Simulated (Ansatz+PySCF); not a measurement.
Two shapes of singlet H8.

Shape 1:

```xyz
8

H     2.3518    0.0000    0.0000
H     1.6630    1.6630    0.0000
H     0.0000    2.3518    0.0000
H    -1.6630    1.6630    0.0000
H    -2.3518    0.0000    0.0000
H    -1.6630   -1.6630    0.0000
H     0.0000   -2.3518    0.0000
H     1.6630   -1.6630    0.0000
```

Shape 2:

```xyz
8

H     1.3066    0.0000    0.0000
H     0.9239    0.9239    0.0000
H     0.0000    1.3066    0.0000
H    -0.9239    0.9239    0.0000
H    -1.3066    0.0000    0.0000
H    -0.9239   -0.9239    0.0000
H     0.0000   -1.3066    0.0000
H     0.9239   -0.9239    0.0000
```

Basis set: cc-pVDZ (spherical functions). All electrons are correlated. Charge 0, multiplicity 1.

Computed with Ansatz (development build ahead of 0.2.0); each method stands on the lowest determinant of its kind that the runs found.

**Question.** Which shape is lower in energy, and by how much in each method?

**Answer.**

```json
{"method": "UHF", "E(2) − E(1) (eV)": "-5.050"}
{"method": "UHF-MP2", "E(2) − E(1) (eV)": "-7.406"}
{"method": "PBE (unrestricted)", "E(2) − E(1) (eV)": "-7.564"}
{"method": "PBE0 (restricted)", "E(2) − E(1) (eV)": "-8.982"}
{"method": "r²SCAN (restricted)", "E(2) − E(1) (eV)": "-8.690"}
```

Shape 2 is lower. Caution for UHF, UHF-MP2, PBE (unrestricted): the unrestricted determinant is a mixture of spin states. Caution for UHF-MP2: bonds are stretched, where a single reference can fail. Caution for PBE (unrestricted): the unrestricted determinant is spin contaminated. Caution for PBE0 (restricted), r²SCAN (restricted): an unrestricted determinant lies well below. Caution for PBE0 (restricted): the determinant breaks the point group.
